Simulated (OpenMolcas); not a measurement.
Ne5+: effect of correlating more closed shells

```yaml
Program: OpenMolcas 26.06
Basis: ANO-RCC-VTZP [4s3p2d1f]
Scalar_Hamiltonian: DKH2, point nucleus
Active_space: 3 electrons in 4 orbitals (2s 2p)
State_averaging: 2S+1 = 4 odd, 1 root; 2S+1 = 2 odd, 8 roots (3 in the spin-orbit step); 2S+1 = 4 even, 3 roots; 2S+1 = 2 even, 9 roots
Spin-orbit_coupling: state interaction with AMFI integrals over the reference wave functions, term energies averaged over their components
```

Methods on the same reference wave functions:
A. CASSCF
B. SS-CASPT2, IPEA 0.25 Eh, imaginary shift 0.1 Eh (closed shells correlated: none)
C. SS-CASPT2, IPEA 0.25 Eh, imaginary shift 0.1 Eh (closed shells correlated: 1s)

Energies in cm-1 above 2s2 2p 2P* 1/2, the measured ground level; measured values from NIST levels in Podobedova, Fuhr, Reader and Wiese, J. Phys. Chem. Ref. Data 33, 525 (2004).

```json
{"Level": "2s2 2p 2P* 1/2", "A": "0.0", "B": "0.0", "C": "0.0", "Measured": "0.0"}
{"Level": "2s2 2p 2P* 3/2", "A": "1241", "B": "1241", "C": "1241", "Measured": "1310"}
{"Level": "2s 2p2 4P 1/2", "A": "94675", "B": "99539", "C": "99404", "Measured": ""}
{"Level": "2s 2p2 4P 3/2", "A": "95121", "B": "99985", "C": "99850", "Measured": ""}
{"Level": "2s 2p2 4P 5/2", "A": "95851", "B": "100714", "C": "100579", "Measured": ""}
{"Level": "2s 2p2 2D 3/2", "A": "185007", "B": "180006", "C": "179642", "Measured": "179021"}
{"Level": "2s 2p2 2D 5/2", "A": "185014", "B": "180014", "C": "179651", "Measured": "178992"}
{"Level": "2s 2p2 2S 1/2", "A": "235455", "B": "232078", "C": "231782", "Measured": "230853"}
{"Level": "2s 2p2 2P 1/2", "A": "260855", "B": "251991", "C": "251085", "Measured": "249292"}
{"Level": "2s 2p2 2P 3/2", "A": "261708", "B": "252838", "C": "251932", "Measured": "250112"}
```

Deviations, from unrounded energies. A percentage is the sum of absolute deviations over the sum of measured energies, with the sign that they share, or ± where signs differ.

```
                  Against measurement  Levels     A     B     C
       mean absolute deviation (cm-1)       6  6600  1500   980
fine structure of the ground term (%)       1  -5.3  -5.3  -5.3
             other configurations (%)       5  +3.7  +0.8  +0.5
```

C lies closest to measurement on these levels and A furthest from it. The largest miss of C in the table is 2s 2p2 2P 3/2, by +1800 cm-1. The ranking rests on the paired levels alone, and a cruder setting can come out closer through cancelling errors.

Between B and C the level of the table that moves most is 2s 2p2 2P 3/2, by 910 cm-1 (lowest in C, highest in B).

The lowest spin-free term lies below A's lowest term by 0.039 hartree in B, 0.046 hartree in C.

What an inner shell adds also hangs on whether the basis holds functions to correlate it.

Computed and measured levels are paired by configuration, term and J; levels that our copy of the source lacks, or whose pairing is in doubt (as where it misses far off the trend of its configuration), stay unpaired and out of the deviations. Levels of configurations outside the active space are missing. The table leaves out levels that lie high or whose names do not pair safely across all columns.

* marks odd parity.
